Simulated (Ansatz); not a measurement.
Gas-phase electronic energies from Ansatz, PBE0-D4/def2-TZVP geometries. CCSD(T)/CBS adds triple-zeta CCSD(T) − MP2 to the extrapolated MP2 energy (def2 sets, frozen cores). Functionals use def2-TZVPP. B3LYP here is the variant with VWN-RPA as its local correlation; programs differ in this. Elements past krypton have def2 core potentials. For As, In outer-core shells are correlated without core-valence functions, which leaves a few kJ/mol of doubt a bond. Scalar relativity is left out up to krypton. Each species was taken in one conformer, which may not be the lowest.

Consider the ligand exchange at the Si–O bond: `C[O][In]([OH])[O][SiH3]` + `O[AsH2]` → `[SiH3]O[AsH2]` + `C[O][In]([OH])[OH]`.

`C[O][In]([OH])[O][SiH3]`:

```xyz
13

C    -0.548   -1.420    1.525
O    -1.520   -1.292    0.512
In   -1.251   -0.046   -0.980
O    -2.524    0.245   -2.441
O     0.421    1.012   -1.061
Si    1.785    1.206   -0.195
H     0.432   -1.728    1.140
H    -0.891   -2.195    2.218
H    -0.410   -0.495    2.099
H    -2.184    0.896   -3.062
H     1.491    1.649    1.199
H     2.639    2.234   -0.847
H     2.561   -0.066   -0.104
```

`O[AsH2]`:

Z-matrix (Å, degrees):
```
As
O 1 1.802
H 1 1.527 2 95.9
H 1 1.527 2 95.9 3 91.9
H 2 0.960 1 107.7 3 134.2
```

`[SiH3]O[AsH2]`:

```xyz
8

Si   -0.508   -1.206   -0.242
O     0.517    0.079   -0.213
As    0.188    1.666    0.563
H    -1.799   -0.848   -0.891
H    -0.800   -1.693    1.134
H     0.165   -2.274   -1.019
H     1.538    1.768    1.272
H     0.699    2.509   -0.604
```

`C[O][In]([OH])[OH]`:

Z-matrix (Å, degrees):
```
C
O 1 1.408
H 1 1.097 2 112.7
H 1 1.097 2 112.7 3 122.3
H 1 1.095 2 108.0 3 -118.9
In 2 1.971 1 122.2 3 -61.1
O 6 1.973 2 120.3 1 0.0
O 6 1.973 2 119.5 1 -180.0
H 7 0.961 6 111.9 2 180.0
H 8 0.961 6 112.0 2 0.0
```

```csv
level,ΔE (kJ/mol),difference from CCSD(T)/CBS
r2SCAN-D4,9.9,-0.6
B3LYP-D4,7.4,-3.1
B2PLYP,6.9,-3.6
B3LYP,5.2,-5.3
SCS-MP2/def2-TZVPP,9.1,-1.4
CCSD(T)/def2-TZVPP,10.8,0.3
HF/def2-QZVPP,11.0,0.5
SCS-MP2/def2-QZVPP,9.1,-1.4
HF/CBS(def2),11.1,0.6
MP2/CBS(def2),8.9,-1.6
CCSD(T)/CBS,10.5,0
```

Largest T1 diagnostic among the species: 0.017.
